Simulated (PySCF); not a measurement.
A PySCF script (with the pyscf-properties extension) for the NMR shieldings of `CCC(C)(C)P(C)CO`, C₇H₁₇OP, on a GFN2-xTB geometry:

```python
import basis_set_exchange as bse
import numpy as np
from pyscf import gto, dft
from pyscf.prop import nmr

atoms = """
C    -2.410790    0.819489   -0.774585
C    -1.739095    0.188448    0.438708
C    -0.396861   -0.501525    0.145752
C     0.162798   -1.052484    1.456372
C    -0.584655   -1.663244   -0.834491
P     0.747804    0.736423   -0.738794
C     0.865128    2.119353    0.488376
C     2.446047    0.018184   -0.370672
O     2.655985   -1.238206   -0.965511
H    -3.302669    1.362114   -0.467017
H    -1.735059    1.518399   -1.266259
H    -2.706980    0.063129   -1.496241
H    -2.416506   -0.553415    0.872260
H    -1.579390    0.958952    1.197453
H     1.068103   -1.627805    1.281968
H     0.374110   -0.260417    2.172746
H    -0.572549   -1.718413    1.907241
H    -0.881461   -1.301303   -1.817253
H     0.347838   -2.214262   -0.940816
H    -1.348294   -2.349411   -0.470559
H     1.047177    1.762346    1.500537
H    -0.051109    2.704882    0.463581
H     1.689545    2.762952    0.183157
H     2.607220   -0.111807    0.702261
H     3.180670    0.753607   -0.739745
H     2.511950   -1.153372   -1.915196
"""
names = dict.fromkeys(["C", "P", "O", "H"], "pcSseg-1")
basis = {el: gto.basis.parse(bse.get_basis(n, elements=[el], fmt="nwchem")) for el, n in names.items()}
mol = gto.M(atom=atoms, basis=basis, charge=0, verbose=0)
mf = dft.RKS(mol, xc="PBE0")
mf.grids.level = 2
mf.grids.alignment = dft.numint.BLKSIZE   # the property module wants whole blocks of grid points
mf.conv_tol = 1e-9
mf.kernel()

calc = nmr.RKS(mf)   # GIAO
C = mf.mo_coeff
Co = C[:, mf.mo_occ > 0]
resp = mf.gen_response(singlet=True, hermi=2)
def vind(x):   # induced exchange potential for any number of trial vectors
    d = np.einsum("pi,xij,qj->xpq", C, 2 * x.reshape(-1, C.shape[1], Co.shape[1]), Co, optimize=True)
    return np.einsum("xpq,pi,qj->xij", resp(d - d.transpose(0, 2, 1)), C, Co, optimize=True).ravel()
mo1, _ = nmr.rhf.solve_mo1(calc, with_cphf=vind)
sigma = calc.kernel(mo1)
for i, s in enumerate(sigma):   # ppm
    w = np.linalg.eigvalsh((s + s.T) / 2)
    print("%2d %-2s iso %8.1f  s11 %8.1f  s22 %8.1f  s33 %8.1f" % (i, mol.atom_pure_symbol(i), w.mean(), *w))
```

**Question.** What does it print?

**Answer.** 
```
 0 C  iso    175.6  s11    169.3  s22    173.6  s33    184.1
 1 C  iso    148.8  s11    131.2  s22    143.0  s33    172.2
 2 C  iso    151.2  s11    138.4  s22    156.5  s33    158.6
 3 C  iso    162.8  s11    145.7  s22    154.5  s33    188.1
 4 C  iso    158.8  s11    137.2  s22    153.4  s33    185.9
 5 P  iso    367.3  s11    326.7  s22    352.5  s33    422.7
 6 C  iso    182.3  s11    177.2  s22    179.4  s33    190.2
 7 C  iso    118.4  s11     77.1  s22    111.0  s33    167.2
 8 O  iso    300.6  s11    239.2  s22    297.9  s33    364.6
 9 H  iso     30.9  s11     26.0  s22     27.4  s33     39.2
10 H  iso     30.3  s11     24.0  s22     32.2  s33     34.7
11 H  iso     30.6  s11     25.5  s22     29.9  s33     36.6
12 H  iso     30.6  s11     25.4  s22     30.1  s33     36.3
13 H  iso     30.3  s11     26.7  s22     29.7  s33     34.6
14 H  iso     30.2  s11     25.1  s22     29.2  s33     36.5
15 H  iso     30.6  s11     25.9  s22     29.4  s33     36.4
16 H  iso     30.8  s11     26.8  s22     28.4  s33     37.3
17 H  iso     30.2  s11     26.6  s22     28.4  s33     35.6
18 H  iso     30.0  s11     24.4  s22     30.2  s33     35.3
19 H  iso     31.0  s11     27.1  s22     27.6  s33     38.4
20 H  iso     30.9  s11     25.9  s22     30.2  s33     36.6
21 H  iso     30.8  s11     25.3  s22     29.4  s33     37.8
22 H  iso     31.2  s11     26.1  s22     28.0  s33     39.5
23 H  iso     27.5  s11     24.4  s22     28.3  s33     30.0
24 H  iso     27.4  s11     21.5  s22     28.3  s33     32.5
25 H  iso     31.9  s11     24.0  s22     29.5  s33     42.2
```

These numbers come from an equivalent density-fitted implementation of the same equations, which agrees with the script to about 0.01 ppm for H and up to a few tenths of a ppm for heavy atoms, so last digits may differ.

Size and cost of the density-fitted run: 245 basis functions, 55 s wall time on 1 thread of an Arm Neoverse V2, shared host; peak memory 1.1 GiB.
